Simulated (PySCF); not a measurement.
Delta-SCF ions had no search for a lower state. Excitations are Tamm–Dancoff values on a coarser integration grid. The basis has no diffuse functions, so Rydberg states are missing or too high.

Cartesian coordinates (Å):
SMILES: C#CC=O
```xyz
6

C      1.4851    -0.3171     0.2478
C      0.3286    -0.0410     0.0747
C     -1.0756     0.2304    -0.1279
O     -1.5285     1.3329    -0.3151
H      2.5137    -0.5408     0.3991
H     -1.7233    -0.6644    -0.0989
```
Charge 0, spin multiplicity 1.

Q: Give the total energy, S1–T1 gap (TDA), brightest of the four lowest singlets (TDA), HOMO, S1 excitation (TDA), dipole moment, vertical ionisation energy (Delta-SCF) and T1 excitation (TDA) at the level ωB97X-D3(BJ)/def2-TZVP // B3LYP-D3(BJ)/def2-TZVP in PySCF.

A: 
```json
{
  "total_energy": "-190.7800 Ha",
  "S1–T1 gap (TDA)": "0.60 eV",
  "brightest of the four lowest singlets (TDA)": "6.09 eV",
  "HOMO": "-10.82 eV",
  "S1 excitation (TDA)": "3.99 eV",
  "dipole_moment": "2.92 D",
  "vertical ionisation energy (Delta-SCF)": "10.73 eV",
  "T1 excitation (TDA)": "3.39 eV"
}
```
